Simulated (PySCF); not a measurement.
Input file for PySCF: R-M06-2X/def2-TZVPPD on CH4 (SMILES C) with ghost functions.

```python
from pyscf import gto, dft

mol = gto.M(
    atom='''
    C    -0.01887497    0.02546749   -0.10358059
    H     0.69670926    0.08019702    0.71586449
    H     0.51196124    0.02465682   -1.05456223
    H    -0.60206231   -0.89292528   -0.02499005
    H    -0.68415836    0.88923236   -0.07213916
    ghost-N   -1.09269373    0.06253284    3.31590036
    ghost-C    0.11381289    0.13947599    3.92809003
    ghost-O    1.18151063    0.17437287    3.35858075
    ghost-H   -1.13856935    0.03147481    2.31000160
    ghost-H   -1.94384831    0.03845632    3.84850406
    ghost-H    0.02657692    0.16793791    5.02978925
    ''',
    basis='def2-tzvppd',
    charge=0, spin=0, verbose=4, max_memory=1800)
mf = dft.RKS(mol, xc='m062x').density_fit(auxbasis='def2-universal-jkfit')
mf.grids.level = 4
mf.conv_tol = 1e-9
mf.max_cycle = 150
mf.kernel()
mf.dip_moment()
```

Question: What total energy does the run end on?

Answer: -40.5020 hartree.
